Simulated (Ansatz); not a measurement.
CH7ClOSi2, SMILES `CO[SiH2][SiH2]Cl`. Total charge 0; spin multiplicity 1. All single points use the PBE0-D4/def2-TZVP geometry. It is one conformer, not always the lowest.

```xyz
12

C    -0.623    2.250   -0.161
O    -0.009    1.061    0.284
Si   -0.258   -0.396   -0.441
Si    1.016   -1.961    0.741
Cl    0.689   -3.788   -0.170
H    -1.715    2.179   -0.106
H    -0.338    2.484   -1.193
H    -0.294    3.066    0.483
H     0.160   -0.363   -1.873
H    -1.702   -0.772   -0.407
H     2.472   -1.678    0.682
H     0.602   -2.082    2.161
```

Problem. What is the dipole moment at r2SCAN/def2-TZVPP? (Estimate.)

Solution. Ansatz gave: 2.20 D, with components (-0.52, 2.13, -0.07) D in this frame, pointing from negative to positive charge.

Problem. And with PBE, B3LYP, ωB97M-V? (Estimate.)

Solution. The calculation gave: PBE 2.11 D, B3LYP 2.22 D, ωB97M-V 2.25 D.

Problem. Give the Mulliken charges with r2SCAN, B3LYP, PBE in def2-TZVPP. (Best estimate.)

Solution. Computed: 
```json
{"atom": "C1", "r2SCAN": "0.01", "B3LYP": "-0.13", "PBE": "-0.15"}
{"atom": "O2", "r2SCAN": "-0.39", "B3LYP": "-0.39", "PBE": "-0.31"}
{"atom": "Si3", "r2SCAN": "0.39", "B3LYP": "0.39", "PBE": "0.32"}
{"atom": "Si4", "r2SCAN": "0.38", "B3LYP": "0.35", "PBE": "0.30"}
{"atom": "Cl5", "r2SCAN": "-0.26", "B3LYP": "-0.26", "PBE": "-0.23"}
{"atom": "H6", "r2SCAN": "0.06", "B3LYP": "0.10", "PBE": "0.10"}
{"atom": "H7", "r2SCAN": "0.06", "B3LYP": "0.10", "PBE": "0.10"}
{"atom": "H8", "r2SCAN": "0.07", "B3LYP": "0.11", "PBE": "0.11"}
{"atom": "H9", "r2SCAN": "-0.08", "B3LYP": "-0.08", "PBE": "-0.07"}
{"atom": "H10", "r2SCAN": "-0.08", "B3LYP": "-0.08", "PBE": "-0.07"}
{"atom": "H11", "r2SCAN": "-0.07", "B3LYP": "-0.06", "PBE": "-0.05"}
{"atom": "H12", "r2SCAN": "-0.07", "B3LYP": "-0.06", "PBE": "-0.05"}
```

B3LYP here is the variant with VWN-RPA as its local correlation; programs differ in this.
